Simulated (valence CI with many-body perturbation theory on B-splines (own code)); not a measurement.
Values are calculated unless marked as measured or tabulated.
# Sensitivity of CI+MBPT for Mo XXXVII

Level of theory: configuration interaction combined with many-body perturbation theory (CI+MBPT): four valence electrons over a frozen Dirac-Fock core [He], a basis of 6 s, 6 p, 5 d, 3 f, 1 g functions for each j, with the one-electron correlation potential Σ1 (screened to all orders), the two-electron term Σ2, the three-electron term Σ3, Breit, model QED; selected single and double excitations, second order for the rest, scaled by the run's own slope (own B-spline code, finite nucleus).

The last digits are not significant, and no measured levels were compared; by estimate large intervals hold to a few tenths of a per cent, small ones and those within an open d or f shell to about a per cent.

The reference run has the lowest level (2s^2 2p1/2^2) J=0 and an ionisation energy of 5092.78 eV. Its largest variational space holds 11296 state functions.

Levels are named by their leading jj configuration (3d3/2^4 stands for four electrons in 3d with j = 3/2), which in mixed levels can hold well under half, so a name can repeat and another be missing. Letters in brackets count levels of one name in rising energy.

Changed runs:
A. scale of Σ1 1 → 0
B. averaging of valence orbitals over low configurations on → off; scale of Σ1 1 → 0; scale of Σ2 1 → 0; three-electron term on → off
C. cutoff of virtual states (hartree) 3528 → 2670
D. factor on the speed of light 1 → 1.1 (bad on purpose)

Excitation energies of the reference run in cm⁻¹, and shifts in cm⁻¹:

| Level | Reference | A | B | C | D |
| --- | --- | --- | --- | --- | --- |
| (2s^2 2p1/2 2p3/2) J=1 | 834686 | -418 | -238 | -19 | -168251 |
| (2s^2 2p1/2 2p3/2) J=2 | 934347 | -426 | -268 | -18 | -168169 |
| (2s^2 2p3/2^2) J=2 | 1839170 | -819 | -657 | -37 | -337306 |
| (2s 2p1/2^2 2p3/2) J=2 | 1853200 | +1271 | +2225 | -11 | -211455 |
| (2s^2 2p3/2^2) J=0 | 2073480 | -811 | -961 | -38 | -340832 |
| (2s 2p1/2^2 2p3/2) J=1 | 2243960 | +1286 | +3612 | -8.6 | -202578 |
| (2s 2p1/2 2p3/2^2) J=2 [a] | 2674250 | +931 | +2117 | -25 | -342105 |
| (2s 2p1/2 2p3/2^2) J=3 | 2870040 | +900 | +2354 | -25 | -354447 |
| (2s 2p1/2 2p3/2^2) J=0 | 3079020 | +885 | +2129 | -26 | -359288 |
| (2s 2p1/2 2p3/2^2) J=1 [a] | 3151910 | +882 | +3486 | -26 | -366523 |
| (2s 2p1/2 2p3/2^2) J=2 [b] | 3228890 | +885 | +3849 | -25 | -364830 |
| (2s 2p1/2 2p3/2^2) J=1 [b] | 3282320 | +918 | +4362 | -24 | -349667 |
| Ionisation energy (eV) | 5092.78 | -0.36 | -0.24 | -0.0095 | -23.33 |
